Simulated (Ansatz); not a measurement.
Cartesian coordinates in Å:
```
Se 2.424 -0.409 1.313
Sn 0.297 0.239 0.118
Se 0.475 2.740 -0.169
Se -1.693 -0.457 1.516
Se 0.070 -0.850 -2.154
H 2.424 -1.719 0.648
H -0.986 2.875 -0.088
H -2.577 -0.336 0.348
H -0.435 -2.083 -1.531
```

The species carries charge 0 and has multiplicity 1. Sn: def2 effective core potential.

Question: List the CAM-B3LYP/def2-TZVPP orbital energies in eV (the Gaussian-basis code of Ansatz). (Estimate.)

Answer: Ansatz gave: Occupied: -12353.16, -12353.16, -12353.13, -12353.13, -1582.34, -1582.34, -1582.31, -1582.31, -1420.55, -1420.55, -1420.53, -1420.53, -1420.53, -1420.53, -1420.51, -1420.51, -1420.47, -1420.47, -1420.45, -1420.45, -214.92, -214.92, -214.90, -214.90, -159.04, -159.04, -159.01, -159.01, -158.97, -158.97, -158.94, -158.94, -158.76, -158.76, -158.74, -158.74, -142.21, -97.09, -97.09, -97.08, -59.87, -59.87, -59.85, -59.85, -59.84, -59.84, -59.82, -59.82, -59.68, -59.68, -59.65, -59.65, -59.63, -59.63, -59.60, -59.60, -59.59, -59.59, -59.57, -59.57, -31.24, -31.23, -31.23, -31.15, -31.14, -22.16, -21.34, -21.30, -21.27, -15.19, -12.75, -12.65, -12.29, -12.27, -10.39, -10.20, -10.03, -8.80, -8.55, -8.51, -8.48. Lowest empty: -1.48, 0.42, 0.50, 0.71, 1.03, 1.16, 1.20, 1.69.
